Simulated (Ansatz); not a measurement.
Rb₃Cl₃⁻, relaxed as a doublet with UKS PBE0-D4/def2-SVPD in Ansatz, starting from the GFN2-xTB geometry. Force threshold 0.02 eV/Å.

In the def2 sets Rb takes a core potential; there is no spin–orbit coupling. The highest occupied level of the charge -1 doublet lies above zero (up to 0.24 eV). It is a level of α spin, whose loss leaves a singlet; that state wasn't run at this geometry and level. The electron is either unbound and held by the finite basis, or the level is raised by self-interaction error. The relaxation made no stability test and no search for a lower SCF solution. Another isomer (doublet) lies 0.29 eV lower at PBE0-D4/def2-TZVPD; other spin states weren't run for this one.

Start:

```xyz
6

Rb    2.1358   -0.9379   -0.7129
Rb   -0.9731    1.4947   -1.6575
Rb   -1.5606   -1.6774    0.8031
Cl    1.9952    2.0901   -1.2017
Cl    1.2468   -2.0785    1.9945
Cl   -2.8440    1.1088    0.7744
```

(1) Estimate the energy that the relaxation releases and the steps that it takes.

(2) Does the start keep its bonding and symmetry?

(3) Predict the relaxed structure.

Results:

(1) 0.15 eV, in 5 steps; 33 s on 4 threads of Arm Neoverse V1 on a shared host. No frequencies were taken in this run, so the end may be a saddle point.

(2) By distances, no bond broke or formed. The bond that changes most is Rb2–Cl4, from 3.06 to 3.11 Å (atoms count from 1). Point group C3v at the start, C3v at the end, both within 0.05 Å.

(3) 
```csv
atom,x (Å),y (Å),z (Å)
Rb1,2.460,-0.893,-0.578
Rb2,-1.046,1.847,-1.635
Rb3,-1.697,-1.734,1.129
Cl4,2.047,2.059,-1.447
Cl5,1.254,-2.309,1.910
Cl6,-3.018,1.030,0.621
```
Bond lengths (bridged metal pairs left out): 6 × Cl–Rb 3.11 Å.
